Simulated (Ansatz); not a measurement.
CH5FOSi2 can be A, `FC1O[SiH2][SiH2]1`, or B, `FC1([SiH3])O[SiH2]1`.

Gas-phase electronic energies from Ansatz, PBE0-D4/def2-TZVP geometries. CBS: MP2 limit from def2 TZ/QZ plus the TZ coupled-cluster correction, frozen cores. DFT in def2-TZVPP. B3LYP here is the variant with VWN-RPA as its local correlation; programs differ in this.

Q: Which isomer does CCSD(T)/CBS put lower? Give the gap. (Estimate.)

A: Ansatz gave: A, by 20.3 kcal/mol.

Q: Give E(B) − E(A) in kcal/mol with CCSD/def2-TZVPP, B2PLYP, B3LYP, PBE-D4, PBE0-D4, CCSD(T)/def2-TZVPP, HF/def2-TZVPP. (Best estimate.)

A: Ansatz gave: CCSD/def2-TZVPP 21.0, B2PLYP 19.4, B3LYP 19.3, PBE-D4 19.8, PBE0-D4 22.1, CCSD(T)/def2-TZVPP 20.4, HF/def2-TZVPP 22.8. None reverses the order clearly.

Largest T1 diagnostic: 0.015.

In def2-TZVPP, CCSD(T) changes the Hartree–Fock value by −2.5 kcal/mol (the triples alone add −0.7 kcal/mol) and MP2 by −3.4 kcal/mol. From PBE to PBE0 (25 % exact exchange), in def2-TZVPP and without D4, E(B) − E(A) moves by +2.3 kcal/mol.
